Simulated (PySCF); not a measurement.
## A thermochemical cycle for AlCu

CCSD(T) in PySCF with def2-TZVPPD on every atom, for the lowest determinant that a PBE0 search found; no spin–orbit coupling. AlCu, a singlet (closed shell), has De = 2.04 eV to neutral atoms, and AlCu⁺, a doublet (σ ↑), has De = 1.20 eV to Al⁺ + Cu (3d10 4s1).

At the same level the Al atom ionises at 5.93 eV.

What is the adiabatic ionisation energy of the molecule, and does ionisation strengthen or weaken the bond?

IE = IE(Al) + De(neutral) − De(ion) = 5.93 + 2.04 − 1.20 = 6.77 eV. De changes by -0.84 eV, so ionisation weakens the bond.

Correlated steps freeze 10 core orbitals. For an ion De counts to the pair picked by the measured ionisation energies or electron affinities, which need not be the lowest pair at this level. Where the molecule has an RHF reference, its open-shell atoms are computed with UHF. The CCSD T1 diagnostic is raised in AlCu, a sign that a single reference may not be enough there. With d or f electrons several states lie close, and the lowest PBE0 determinant need not be the measured ground state.
